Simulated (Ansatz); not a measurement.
Which method gave which barrier?

Saddle point of C2H7Ga, closed shell (CH₃Ga ([CH3][Ga]) + CH₄ → CH₃Ga ([CH3][Ga]) + CH₄; bonds formed: Ga1–C4, C2–H3; bonds broken: Ga1–C2, H3–C4), PBE0-D4/def2-TZVP structure:

Ga1  (0.416, 0.416, 1.620)
C2  (0.460, 1.278, -0.520)
H3  (-0.017, -0.019, -0.069)
C4  (-0.493, -1.312, 0.389)
H5  (-0.092, 2.202, -0.326)
H6  (1.525, 1.522, -0.563)
H7  (0.169, 0.935, -1.522)
H8  (-0.724, -1.498, -0.668)
H9  (-1.430, -1.419, 0.945)
H10  (0.186, -2.105, 0.713)
(Å)

Computed with Ansatz 0.2.0 (basis: def2-TZVPP, with def2-QZVPP for the basis limit); correlated methods freeze the cores. Filled d shells of the heavier atoms are correlated. The def2 sets are not built for correlating such inner shells, so the correlated values are less sure here. Extrapolation: Hartree–Fock as exp(−7.88 √X), correlation as X^−2.97. Four methods, as single points on the PBE0-D4 structures, gave these electronic barriers from the start structure: 37.64, 39.05, 46.97, 60.24 kcal/mol.

Q: The methods were, in alphabetical order, BHLYP-D4, BLYP-D4, HF, PBE0-D4. Which gave which? (A judgement: the text doesn't fix the answer.)

A: Computed: PBE0-D4 37.64; BLYP-D4 39.05; BHLYP-D4 46.97; HF 60.24 kcal/mol. For comparison, CCSD(T) at an estimated basis limit (MP2 extrapolated from triple and quadruple zeta, plus CCSD(T) − MP2 in triple zeta) gives 41.78 kcal/mol.

The T1 diagnostic stays at or below 0.013.

Labels in which every atom is bracketed show which atoms are joined, not bond orders.

For scale, one of the runs: CCSD(T)/def2-TZVPP, 208 basis functions, launched by `ansatz run in.yaml --threads 4 --pin off --events-out ev --progress --plain --max-ram 9574MiB`. The run took 61 s on 4 CPU threads of an Arm Neoverse V2 (shared host), with 2.8 GiB of host memory at its peak.
